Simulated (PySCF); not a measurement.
Computed with PBE-D3(BJ)/def2-TZVP // PBE-D3(BJ)/def2-SVP in PySCF. Isolated molecules, 0 K electronic values unless said otherwise. One relaxed conformer stands for a flexible species; it need not be the lowest. 

Reference species: [Cd(CH3)2] (neutral, multiplicity 1).

LUMO: -0.70 eV
charge on the central atom (Mulliken): 0.58 e
HOMO: -5.78 eV
mean distance from the central atom to its bonded neighbours: 2.126 Å

Changed species: [Cd(CH3)(Br)] (1 of 2 CH3 replaced by Br; the reference has 0 of 2 CH3 replaced by Br).

### Question
Give the shifts of the LUMO, charge on the central atom (Mulliken), HOMO and mean distance from the central atom to its bonded neighbours.

### Answer
the LUMO drops by 1.13 eV, to -1.83 eV; the charge on the central atom (Mulliken) hardly moves; the HOMO falls by 0.85 eV, to -6.63 eV; the mean distance from the central atom to its bonded neighbours rises by 0.152 Å, to 2.278 Å.
